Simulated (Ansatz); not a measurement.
`C#[C][Al]([CH3])[NH]C`, relaxed with RKS PBE0-D4/def2-TZVP in Ansatz from a PBE-D4/def2-SVP geometry. The force threshold is 0.005 eV/Å; the program also tests the step.

The species carries charge 0 and has multiplicity 1.

Start:

```xyz
14

C    -3.576   -0.540    0.194
C    -2.349   -0.449    0.101
Al   -0.434   -0.349   -0.056
C     0.675   -1.872   -0.584
N     0.263    1.256    0.322
C     1.643    1.703    0.313
H    -4.653   -0.617    0.275
H     0.600   -2.691    0.163
H     1.748   -1.613   -0.691
H     0.331   -2.296   -1.551
H    -0.383    2.005    0.595
H     1.995    2.052    1.312
H     2.315    0.873    0.011
H     1.825    2.538   -0.404
```

```json
{"step": "1", "energy (eV)": "-12357.2808", "largest force (eV/Å)": "1.509", "largest move (Å)": "0.000"}
{"step": "2", "energy (eV)": "-12357.3523", "largest force (eV/Å)": "0.175", "largest move (Å)": "0.047"}
{"step": "3", "energy (eV)": "-12357.3571", "largest force (eV/Å)": "0.062", "largest move (Å)": "0.014"}
{"step": "4 (rejected)", "energy (eV)": "-12357.3571", "largest force (eV/Å)": "0.025", "largest move (Å)": "0.009"}
{"step": "5", "energy (eV)": "-12357.3573", "largest force (eV/Å)": "0.004", "largest move (Å)": "0.004"}
```

End:

```xyz
14

C    -3.534   -0.542    0.190
C    -2.330   -0.447    0.101
Al   -0.426   -0.335   -0.053
C     0.665   -1.854   -0.578
N     0.258    1.251    0.321
C     1.635    1.689    0.309
H    -4.595   -0.623    0.270
H     0.582   -2.662    0.156
H     1.724   -1.605   -0.680
H     0.325   -2.265   -1.534
H    -0.373    1.992    0.589
H     1.974    2.030    1.295
H     2.288    0.864    0.015
H     1.808    2.506   -0.401
```

Run time 28 s (4 threads of an Arm Neoverse V1 on a shared host); peak host memory 0.7 GiB.
